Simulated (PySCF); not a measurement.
PySCF input for Cu2I4, SMILES [I][Cu]1[I][Cu]([I])[I]1, multiplicity 3, B3LYP-D3(BJ)/def2-SVP. The structure is a stationary point at B3LYP-D3(BJ)/def2-SVP. The spin state was assumed, not searched. The def2 effective core potentials stand for the cores of I; spin–orbit coupling is left out.

```python
import numpy as np
from pyscf import gto, scf, dft, df
from pyscf.hessian import thermo

mol = gto.M(
    atom='''
    Cu    0.45548614    1.53051580    0.00000000
    Cu   -0.45548614   -1.53051580   -0.00000000
    I    -1.96494565    0.54365880    0.00000000
    I     1.96494565   -0.54365880   -0.00000000
    I     0.17322571    3.96483977   -0.00000000
    I    -0.17322571   -3.96483977    0.00000000
    ''',
    basis='def2-SVP',
    ecp={'I': 'def2-svp'},
    charge=0,
    spin=2,
    max_memory=1600,
    verbose=3,
)
mf = dft.UKS(mol, xc='b3lyp').density_fit(auxbasis='def2-universal-jkfit')
mf.disp = 'd3bj'
mf.grids.level = 3
mf.conv_tol = 1e-11
mf.max_cycle = 100
mf.kernel()
fine, coarse = mf.grids, dft.Grids(mol).set(level=1).build(with_non0tab=True)
for _ in range(3):  # follow internal instabilities
    mf.grids = coarse
    mo, _, stable, _ = mf.stability(return_status=True, nroots=4)
    mf.grids = fine
    if stable:
        break
    mf.kernel(mf.make_rdm1(mo, mf.mo_occ))

# [left out here: the lines that compute and print the analytic Hessian (its translational invariance restored by hand, since the grid's response is missing), thermochemistry and intensities]
```

Output:

```

WARN: HOMO -1.34564858729758 >= LUMO -1.347184796382


WARN: HOMO -0.00645292700658397 >= LUMO -0.0232258699073129

converged SCF energy = -4472.06753143247  <S^2> = 2.0055931  2S+1 = 3.0037264
<class 'pyscf.df.df_jk.DFUKS'> wavefunction is stable in the internal stability analysis

WARN: DFTD3 does not support analytical Hessian, using finite difference


WARN: Mole.unit (angstrom) is changed to Bohr

Mode                                 0                   1                   2
Irrep
Freq [cm^-1]                        3.7837             15.9013             16.7185
Reduced mass [au]                 125.9645            105.9679            111.3807
Force const [Dyne/A]                0.0011              0.0158              0.0183
Char temp [K]                       5.4438             22.8784             24.0541
Normal mode                   x     y     z       x     y     z       x     y     z
       0  Cu                -0.00  0.00  0.01   -0.01  0.04 -0.00    0.03  0.00 -0.00
       1  Cu                -0.00 -0.00  0.01    0.01 -0.04  0.00    0.03  0.00  0.00
       2   I                -0.00 -0.00  0.04    0.02 -0.03 -0.00    0.03  0.00  0.00
       3   I                -0.00 -0.00  0.04   -0.02  0.03  0.00    0.03  0.00  0.00
       4   I                 0.00  0.00 -0.05    0.02  0.04  0.00   -0.05 -0.01 -0.00
       5   I                 0.00 -0.00 -0.05   -0.02 -0.04 -0.00   -0.05 -0.01 -0.00
Mode                                 3                   4                   5
Irrep
Freq [cm^-1]                       46.2690             60.2533             66.8844
Reduced mass [au]                 100.5509             66.6953             70.8987
Force const [Dyne/A]                0.1268              0.1427              0.1869
Char temp [K]                      66.5708             86.6910             96.2318
Normal mode                   x     y     z       x     y     z       x     y     z
       0  Cu                -0.04 -0.02  0.00   -0.00 -0.00 -0.08   -0.00 -0.00 -0.08
       1  Cu                 0.04  0.02 -0.00    0.00  0.00  0.08    0.00  0.00 -0.08
       2   I                -0.03 -0.03 -0.00   -0.00  0.00 -0.01   -0.00 -0.00  0.02
       3   I                 0.03  0.03 -0.00    0.00 -0.00  0.01    0.00  0.00  0.02
       4   I                 0.03 -0.02 -0.00    0.00 -0.00  0.02    0.00 -0.00  0.02
       5   I                -0.03  0.02  0.00    0.00  0.00 -0.02   -0.00  0.00  0.02
Mode                                 6                   7                   8
Irrep
Freq [cm^-1]                      114.8222            126.6881            159.0497
Reduced mass [au]                 121.4988            120.0779             76.5740
Force const [Dyne/A]                0.9438              1.1355              1.1413
Char temp [K]                     165.2036            182.2760            228.8371
Normal mode                   x     y     z       x     y     z       x     y     z
       0  Cu                -0.01 -0.02  0.00   -0.02  0.00 -0.00    0.07  0.01 -0.00
       1  Cu                -0.01 -0.02 -0.00    0.02 -0.00 -0.00   -0.07 -0.01  0.00
       2   I                -0.00  0.05 -0.00   -0.04  0.03  0.00   -0.03 -0.02 -0.00
       3   I                -0.00  0.05 -0.00    0.04 -0.03  0.00    0.03  0.02 -0.00
       4   I                 0.00 -0.04 -0.00   -0.00  0.04  0.00    0.00  0.00 -0.00
       5   I                 0.00 -0.04  0.00    0.00 -0.04  0.00   -0.00 -0.00 -0.00
Mode                                 9                  10                  11
Irrep
Freq [cm^-1]                      171.4041            253.8528            256.8645
Reduced mass [au]                  77.1145             71.8892             72.0965
Force const [Dyne/A]                1.3348              2.7295              2.8027
Char temp [K]                     246.6123            365.2377            369.5709
Normal mode                   x     y     z       x     y     z       x     y     z
       0  Cu                -0.07 -0.02 -0.00    0.02 -0.07  0.00   -0.01  0.08  0.00
       1  Cu                -0.07 -0.02 -0.00    0.02 -0.07 -0.00    0.01 -0.08 -0.00
       2   I                 0.04 -0.00  0.00   -0.01  0.01 -0.00   -0.01  0.01  0.00
       3   I                 0.04 -0.00  0.00   -0.01  0.01 -0.00    0.01 -0.01 -0.00
       4   I                -0.00  0.01  0.00   -0.00  0.03  0.00    0.00 -0.03 -0.00
       5   I                -0.00  0.01  0.00   -0.00  0.03  0.00   -0.00  0.03  0.00
temperature 298.1500 [K]
pressure 101325.00 [Pa]
Rotational constants [GHz] 0.49844 0.11584 0.09400
Symmetry number 2
Zero-point energy (ZPE) 0.00294 [Eh]   7730.816 [J/mol]
                           tot       elec      trans        rot        vib
Entropy [J/mol/K]       558.993      9.134    189.228    142.084    218.546
Cv [J/mol/K]            121.271      0.000     12.472     12.472     96.328
Cp [J/mol/K]            129.586      0.000     20.786     12.472     96.328
Internal energy [J/mol]                      3718.434   3718.434  30811.501
Internal energy [Eh]   -4472.05296  -4472.06753
Enthalpy [J/mol]                             6197.391   3718.434  30811.501
Enthalpy [Eh]          -4472.05202
Gibbs free energy [J/mol]                  -50220.858 -38644.005 -34348.111
Gibbs free energy [Eh] -4472.11550
mode   freq/cm-1   IR/(km/mol)
   1        3.78         0.054
   2       15.90         0.000
   3       16.72         0.125
   4       46.27         0.000
   5       60.25         0.000
   6       66.88         1.801
   7      114.82         0.211
   8      126.69         0.000
   9      159.05         0.000
  10      171.40         7.253
  11      253.85        18.505
  12      256.86         0.000
max |gradient| / (hartree/bohr): 7.590278296170315e-05
APT charges: [ 0.4382  0.4382 -0.2394 -0.2394 -0.1988 -0.1988]
```

The run converged.
